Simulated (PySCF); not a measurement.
This PySCF input asks for the NMR shieldings of `CC#CCS[SiH2]C`, C$_{5}$H$_{10}$SSi; the geometry comes from GFN2-xTB.

```python
import basis_set_exchange as bse
import numpy as np
from pyscf import gto, dft
from pyscf.prop import nmr

atoms = """
C     3.394105    0.911289    0.379262
C     2.311128    0.196589   -0.258873
C     1.433381   -0.397796   -0.820517
C     0.335466   -1.107996   -1.419411
S    -1.062562   -1.350913   -0.240335
Si   -1.675473    0.685109    0.052352
C    -3.214257    0.625783    1.144621
H     3.556680    1.867870   -0.117265
H     4.310838    0.324423    0.327286
H     3.150612    1.092136    1.426055
H     0.637076   -2.115334   -1.709589
H    -0.054018   -0.574560   -2.287945
H    -1.960545    1.238193   -1.273453
H    -0.575200    1.415810    0.676124
H    -2.997939    0.167105    2.104798
H    -3.584428    1.629115    1.328060
H    -4.011862    0.054669    0.678919
"""
names = dict.fromkeys(["C", "S", "Si", "H"], "pcSseg-1")
basis = {el: gto.basis.parse(bse.get_basis(n, elements=[el], fmt="nwchem")) for el, n in names.items()}
mol = gto.M(atom=atoms, basis=basis, charge=0, verbose=0)
mf = dft.RKS(mol, xc="PBE0")
mf.grids.level = 2
mf.grids.alignment = dft.numint.BLKSIZE   # the property module wants whole blocks of grid points
mf.conv_tol = 1e-9
mf.kernel()

calc = nmr.RKS(mf)   # GIAO
C = mf.mo_coeff
Co = C[:, mf.mo_occ > 0]
resp = mf.gen_response(singlet=True, hermi=2)
def vind(x):   # induced exchange potential for any number of trial vectors
    d = np.einsum("pi,xij,qj->xpq", C, 2 * x.reshape(-1, C.shape[1], Co.shape[1]), Co, optimize=True)
    return np.einsum("xpq,pi,qj->xij", resp(d - d.transpose(0, 2, 1)), C, Co, optimize=True).ravel()
mo1, _ = nmr.rhf.solve_mo1(calc, with_cphf=vind)
sigma = calc.kernel(mo1)
for i, s in enumerate(sigma):   # ppm
    w = np.linalg.eigvalsh((s + s.T) / 2)
    print("%2d %-2s iso %8.1f  s11 %8.1f  s22 %8.1f  s33 %8.1f" % (i, mol.atom_pure_symbol(i), w.mean(), *w))
```

Question: What are the results?

Answer: 
```
 0 C  iso    182.0  s11    174.7  s22    174.9  s33    196.4
 1 C  iso     97.8  s11     18.3  s22     24.7  s33    250.6
 2 C  iso    104.2  s11      9.4  s22     26.1  s33    277.2
 3 C  iso    164.8  s11    149.5  s22    166.8  s33    178.0
 4 S  iso    623.4  s11    435.3  s22    547.0  s33    887.9
 5 Si iso    373.8  s11    337.5  s22    364.0  s33    419.7
 6 C  iso    194.3  s11    191.6  s22    192.9  s33    198.3
 7 H  iso     29.7  s11     24.6  s22     27.9  s33     36.6
 8 H  iso     29.7  s11     24.4  s22     27.7  s33     37.0
 9 H  iso     29.7  s11     24.3  s22     28.6  s33     36.0
10 H  iso     28.4  s11     21.6  s22     27.3  s33     36.2
11 H  iso     28.5  s11     22.5  s22     27.9  s33     34.9
12 H  iso     26.9  s11     23.5  s22     25.2  s33     32.1
13 H  iso     26.6  s11     22.1  s22     26.7  s33     31.0
14 H  iso     31.3  s11     26.4  s22     29.3  s33     38.3
15 H  iso     31.4  s11     26.6  s22     28.0  s33     39.7
16 H  iso     31.2  s11     26.2  s22     29.1  s33     38.4
```

These numbers come from an equivalent density-fitted implementation of the same equations, which agrees with the script to about 0.01 ppm for H and up to a few tenths of a ppm for heavy atoms, so last digits may differ.

Question: Turn these shieldings into chemical shifts. Scale: 13C (186.93 ppm), 29Si (349.16 ppm), 1H (31.72 ppm) vs TMS; CS2 for 33S (503.73 ppm) (reference shieldings calculated alike).

Answer: Averaging equivalent atoms: C 1: 89.1; C 2: 82.7; C 3: 22.2; C 0: 4.9; C 6: -7.3; S 4: -120; Si 5: -24.6; H 12/13: 4.95; H 10/11: 3.29; H 7/8/9: 2.03; H 14/15/16: 0.38 ppm. 

Size and cost of the density-fitted run: 183 basis functions, 50 s wall time on 1 thread of an Arm Neoverse N1, shared host; peak memory 0.82 GiB.
